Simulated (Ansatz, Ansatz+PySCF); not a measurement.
```yaml
atoms:
  - { symbol: C, position_ang: [0.0000, 0.0000, -0.1796] }
  - { symbol: H, position_ang: [0.0000, 0.8619, 0.5389] }
  - { symbol: H, position_ang: [0.0000, -0.8619, 0.5389] }
```

Basis set: def2-SVP (spherical functions). Correlated methods keep 1 orbital frozen. Charge 0, multiplicity 1.

Computed with Ansatz (development build ahead of 0.2.0); each method stands on the lowest determinant of its kind that the runs found. Restricted open shells among the atoms or ions are ROHF, correlated in semicanonical orbitals with singles. Restricted functionals stand beside restricted open-shell atoms, which can lie above the unrestricted atoms usual in DFT and then raise those values.

Q: Give the atomization energy at this shape (free ground-state atoms in the same class of orbitals less the molecule, no zero-point energy) of singlet CH2 by ωB97X (unrestricted), ωB97X (restricted), r²SCAN (unrestricted), r²SCAN (restricted), PBE0 (unrestricted), PBE (unrestricted), PBE0 (restricted), PBE (restricted), UHF-CCSD(T), RHF-CCSD(T), UHF-MP2, RHF-MP2, UHF, RHF.

A:

```tsv
method	atomization energy
ωB97X (unrestricted)	180.77 kcal/mol
ωB97X (restricted)	177.95 kcal/mol
r²SCAN (unrestricted)	184.72 kcal/mol
r²SCAN (restricted)	174.80 kcal/mol
PBE0 (unrestricted)	182.84 kcal/mol
PBE (unrestricted)	184.48 kcal/mol
PBE0 (restricted)	175.60 kcal/mol
PBE (restricted)	177.48 kcal/mol
UHF-CCSD(T)	170.93 kcal/mol
RHF-CCSD(T)	169.75 kcal/mol
UHF-MP2	168.19 kcal/mol
RHF-MP2	163.62 kcal/mol
UHF	137.73 kcal/mol
RHF	128.61 kcal/mol
```

Caution: another spin multiplicity may lie lower. Caution for ωB97X (unrestricted), r²SCAN (unrestricted), PBE0 (unrestricted), PBE (unrestricted), UHF-CCSD(T), UHF-MP2, UHF: the unrestricted determinant is spin contaminated. Caution for r²SCAN (restricted), PBE0 (restricted), PBE (restricted), RHF-CCSD(T), RHF-MP2, RHF: an unrestricted determinant lies well below. Caution for UHF-CCSD(T), UHF-MP2, UHF: the determinant breaks the point group.
